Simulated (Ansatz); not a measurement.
This geometry of C4H8BF (14 atoms, charge 0, multiplicity 1) is a first-order saddle point.

The calculation used RKS PBE0-D4/cc-pVDZ in Ansatz.

```xyz
14
Properties=species:S:1:pos:R:3
B -1.683 -0.941 0.571
C -0.455 -0.957 -0.405
C 0.374 0.296 -0.253
C 1.560 0.253 0.658
C 0.051 1.422 -0.886
F -1.016 1.485 -1.706
H -2.429 0.010 0.543
H -1.917 -1.844 1.341
H -0.897 -0.965 -1.421
H 0.179 -1.850 -0.304
H 1.266 -0.023 1.685
H 2.286 -0.506 0.322
H 2.077 1.223 0.704
H 0.591 2.369 -0.819
```

Which two structures does it join? (They come from a converged band through this point; their orientation in space is the band's.)

No bond is made or broken. The dihedral H7–B1–C2–C3 goes from -81 to 97°. The two ends are copies of one structure, up to a mirror image or an exchange of like atoms.

Initial state:

```xyz
14
Properties=species:S:1:pos:R:3
B -1.419 -0.618 0.512
C -0.358 -1.203 -0.486
C 0.297 0.137 -0.275
C 1.448 0.255 0.678
C -0.203 1.245 -0.855
F -1.164 1.202 -1.779
H -1.205 -0.638 1.702
H -2.430 -0.118 0.088
H -0.699 -1.354 -1.515
H 0.287 -2.015 -0.135
H 1.228 -0.259 1.624
H 2.342 -0.223 0.243
H 1.695 1.303 0.903
H 0.169 2.257 -0.677
```

Final state:

```xyz
14
Properties=species:S:1:pos:R:3
B -1.418 -0.616 0.513
C -0.358 -1.203 -0.485
C 0.297 0.137 -0.274
C 1.449 0.254 0.678
C -0.204 1.244 -0.855
F -1.163 1.199 -1.782
H -2.428 -0.117 0.087
H -1.205 -0.634 1.703
H -0.701 -1.354 -1.514
H 0.287 -2.016 -0.135
H 1.229 -0.264 1.623
H 2.343 -0.219 0.242
H 1.692 1.302 0.908
H 0.165 2.257 -0.677
```

How far does it lie above each of them?

15.4 kJ/mol above the first and 15.4 kJ/mol above the second. This is the barrier of this one path; another mechanism may lie lower.

The run took 6.4 min on 2 threads of Arm Neoverse V1 (shared host), peak memory 0.3 GiB.
